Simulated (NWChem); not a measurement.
System: CH6O2Si2; SMILES [Si@@H]1(O)C[SiH2]O1

The following NWChem deck was run.

```
start job
memory heap 200 mb stack 900 mb global 1100 mb
geometry units angstroms noautoz
  O      0.177290    -2.193379    -0.522399
  Si    -0.031499    -0.864349     0.441651
  C     -1.337922     0.435030    -0.049632
  Si     0.171668     1.580059    -0.171058
  O      1.191090     0.292192     0.268430
  H      0.431978    -2.038616    -1.443188
  H     -0.125861    -1.424834     1.806559
  H     -2.061173     0.678966     0.735028
  H     -1.878245     0.242313    -0.981466
  H      0.225941     2.697569     0.806992
  H      0.494294     2.101851    -1.526508
end
basis spherical
  * library def2-svp
end
dft
  xc xcamb88 1.00 lyp 1.0 hfexch 1.00
  cam 0.33 cam_alpha 0.0 cam_beta 1.0
  iterations 150
  mulliken
end
task dft energy
```

The geometry was optimised at B3LYP/6-31G* (spherical d).

Task: What results follow from this input? (LC-BLYP (range parameter 0.33 per bohr)/def2-SVP.) Quantities: energy (Ha); highest occupied level (eV); orbital gap (eV); dipole (D).

Result: 
```
Item                           Value
---------------------------  -------
energy (Ha)                  -770.13
highest occupied level (eV)   -10.19
orbital gap (eV)               12.52
dipole (D)                      2.07
```
